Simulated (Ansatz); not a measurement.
Sn₂O₄. Total charge 0; singlet. Geometry r2SCAN-D4/def2-SVP.

```xyz
6

Sn    0.1728    1.8346    0.0121
Sn    0.7556   -1.2908   -0.8066
O    -1.0449   -0.0456    0.8815
O     1.5800    0.5497   -0.5335
O    -1.1492    0.1688   -0.6097
O    -0.3143   -1.2168    1.0562
```

In the def2 sets Sn takes a core potential; there is no spin–orbit coupling. The structure holds 2 bonds between oxygen atoms, so isomers without such links may lie far lower. The restricted singlet is unstable towards broken spin symmetry in Hartree–Fock (as tested in another run); at PBE-D4/def2-SVP, PBE-D4/def2-TZVPD, r2SCAN-D4/def2-TZVP, PBE0-D4/def2-TZVP and others this wasn't settled. The structure comes from a short search, and lower isomers may exist.

Problem. Estimate the orbital energies around the gap (eV) in Ansatz with PBE-D4/def2-SVP, PBE-D4/def2-TZVPD, r2SCAN-D4/def2-TZVP, PBE0-D4/def2-TZVP, PBE0-D4/def2-TZVPD.

Solution. 
```csv
orbital,PBE-D4/def2-SVP,PBE-D4/def2-TZVPD,r2SCAN-D4/def2-TZVP,PBE0-D4/def2-TZVP,PBE0-D4/def2-TZVPD
HOMO−5,-7.62,-7.78,-8.10,-9.23,-9.25
HOMO−4,-7.11,-7.25,-7.56,-8.71,-8.73
HOMO−3,-6.84,-7.00,-7.27,-8.40,-8.43
HOMO−2,-6.67,-6.84,-7.15,-8.19,-8.22
HOMO−1,-6.20,-6.31,-6.55,-7.34,-7.36
HOMO,-5.28,-5.45,-5.70,-6.89,-6.91
LUMO,-2.76,-2.90,-2.77,-2.18,-2.20
LUMO+1,-2.48,-2.65,-2.46,-1.84,-1.88
LUMO+2,-1.93,-2.16,-1.85,-1.12,-1.18
LUMO+3,-1.36,-1.59,-1.26,-0.45,-0.55
LUMO+4,-0.68,-1.01,-0.60,0.00,-0.14
LUMO+5,0.04,-0.43,0.17,0.42,0.23
```
